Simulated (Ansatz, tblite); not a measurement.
Removing and adding an electron: In5Sb4Cl3, a halide-capped cluster cut from zinc blende InSb (3 Cl on the cations). The state is a singlet with charge 0. Geometry: r2SCAN-D4/def2-SVP. Ansatz, gas phase; energy differences of separate SCF runs; the oxidised species was run as a doublet alone; the reduced species was run as a doublet alone.

```xyz
12

In   -1.7928   -1.6308   -0.1135
In   -0.3598    0.4484   -2.3625
In   -0.4274    1.6536    1.2470
In    0.6711   -1.4012    2.2587
In    2.4411    1.1356   -0.5113
Sb   -2.4701    1.0885   -0.5742
Sb   -0.2533   -3.6110    0.9610
Sb    2.2609   -0.0003   -2.9807
Sb    2.1232    1.0428    2.3120
Cl   -1.6258   -1.8659   -2.7524
Cl   -1.4601   -0.1159    3.1038
Cl    0.8930    3.2562   -0.5881
```

In the def2 sets In, Sb take a core potential; there is no spin–orbit coupling. The xTB rows come from tblite. Correlated methods freeze 51 core orbitals; core or outer-core shells of In, Sb are correlated, in sets that lack core-valence functions. Single mean-field runs in def2-TZVP are fitted with def2-universal-jkfit.

```json
{"level": "GFN1-xTB", "−HOMO (eV)": "8.46", "vertical IE (eV)": "10.30", "−LUMO (eV)": "7.42", "vertical EA (eV)": "5.71", "HOMO–LUMO gap (eV)": "1.04", "IE − EA (eV)": "4.58", "remarks": "–"}
{"level": "GFN2-xTB", "−HOMO (eV)": "8.96", "vertical IE (eV)": "10.62", "−LUMO (eV)": "7.88", "vertical EA (eV)": "6.27", "HOMO–LUMO gap (eV)": "1.07", "IE − EA (eV)": "4.36", "remarks": "–"}
{"level": "PBE-D4/def2-TZVP", "−HOMO (eV)": "4.72", "vertical IE (eV)": "6.36", "−LUMO (eV)": "4.23", "vertical EA (eV)": "2.69", "HOMO–LUMO gap (eV)": "0.49", "IE − EA (eV)": "3.66", "remarks": "spin-contaminated (⟨S²⟩ 0.83) (+1 doublet)"}
{"level": "PBE0-D4/def2-TZVP", "−HOMO (eV)": "5.40", "vertical IE (eV)": "6.40", "−LUMO (eV)": "3.79", "vertical EA (eV)": "2.74", "HOMO–LUMO gap (eV)": "1.61", "IE − EA (eV)": "3.66", "remarks": "spin-contaminated (⟨S²⟩ 1.00) (+1 doublet)"}
{"level": "B2PLYP/def2-TZVP", "−HOMO (eV)": "–", "vertical IE (eV)": "–", "−LUMO (eV)": "–", "vertical EA (eV)": "2.72", "HOMO–LUMO gap (eV)": "–", "IE − EA (eV)": "–", "remarks": "–"}
```

Run but left out: B2PLYP/def2-TZVP (charge +1 doublet: ⟨S²⟩ 1.17, where a pure state has 0.75).   Raw xTB energy differences between charge states are shifted by several eV; the methods need an empirical correction for them. Sets without diffuse functions give affinities that are too small.
